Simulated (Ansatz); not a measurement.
GaF3, relaxed as a singlet with RKS PBE-D4/def2-TZVP in Ansatz, starting from the GFN2-xTB geometry. Force threshold 0.02 eV/Å.

The structure comes from a short search, and lower isomers may exist.

Start:

```xyz
4

Ga    0.000    0.000    0.001
F     1.377   -0.872    0.587
F    -0.720   -0.439   -1.513
F    -0.657    1.311    0.925
```

```json
{"step": "1", "energy (eV)": "-60520.0421", "largest force component (eV/Å)": "0.382", "SCF passes": "16"}
{"step": "2", "energy (eV)": "-60520.0459", "largest force component (eV/Å)": "0.174", "SCF passes": "20"}
{"step": "3", "energy (eV)": "-60520.0496", "largest force component (eV/Å)": "0.039", "SCF passes": "19"}
{"step": "4", "energy (eV)": "-60520.0499", "largest force component (eV/Å)": "0.001", "SCF passes": "21"}
```

Force components are those of the run's own axes.

End:

Cartesian coordinates in Å:
```
Ga 0.000 0.000 0.000
F 1.388 -0.878 0.593
F -0.727 -0.442 -1.525
F -0.661 1.320 0.932
```

By distances, no bond broke or formed. The bond that changes most is Ga1–F2, from 1.73 to 1.75 Å (atoms count from 1).

No frequencies were taken in this run, so the end may be a saddle point.

It took 2.3 s on 4 threads of Arm Neoverse V1 on a shared host.
